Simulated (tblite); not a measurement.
Ag12I12 (coinage ring) at step 1 of a GFN2-xTB optimisation (tblite, gas phase), coordinates in Å:

```
  1 I     8.334   -0.002    1.713
  2 I     7.211    4.166   -1.722
  3 I     4.170    7.211    1.716
  4 I    -0.001    8.333   -1.721
  5 I    -4.166    7.212    1.718
  6 I    -7.216    4.164   -1.718
  7 I    -8.329    0.001    1.712
  8 I    -7.210   -4.162   -1.714
  9 I    -4.162   -7.216    1.715
 10 I    -0.003   -8.331   -1.714
 11 I     4.163   -7.215    1.713
 12 I     7.211   -4.167   -1.716
 13 Ag    7.771    2.084    0.004
 14 Ag    5.693    5.690   -0.003
 15 Ag    2.081    7.779    0.000
 16 Ag   -2.084    7.774    0.006
 17 Ag   -5.691    5.692    0.001
 18 Ag   -7.775    2.080   -0.002
 19 Ag   -7.774   -2.082    0.002
 20 Ag   -5.688   -5.691    0.002
 21 Ag   -2.085   -7.771    0.001
 22 Ag    2.082   -7.773    0.000
 23 Ag    5.695   -5.687    0.006
 24 Ag    7.770   -2.088   -0.001
```

Spin-orbit coupling is left out, which matters for the heavier atoms here.

(1) What are the forces on the atoms (eV/Å)?

## Answers

(1) 
```
  1 I    -0.18   -0.01   -0.50
  2 I    -0.14   -0.11    0.51
  3 I    -0.11   -0.14   -0.51
  4 I    -0.01   -0.18    0.52
  5 I     0.08   -0.15   -0.48
  6 I     0.16   -0.08    0.51
  7 I     0.16   -0.01   -0.47
  8 I     0.15    0.08    0.49
  9 I     0.07    0.15   -0.47
 10 I     0.00    0.17    0.49
 11 I    -0.08    0.15   -0.48
 12 I    -0.14    0.08    0.48
 13 Ag    0.01    0.03   -0.02
 14 Ag    0.01    0.01    0.00
 15 Ag    0.02    0.01    0.01
 16 Ag    0.03    0.02   -0.03
 17 Ag   -0.02    0.00   -0.01
 18 Ag   -0.01    0.03   -0.02
 19 Ag   -0.01   -0.01   -0.01
 20 Ag   -0.01   -0.01   -0.01
 21 Ag    0.02   -0.02   -0.02
 22 Ag    0.00   -0.01    0.00
 23 Ag    0.00   -0.02    0.00
 24 Ag    0.02    0.01    0.01
```
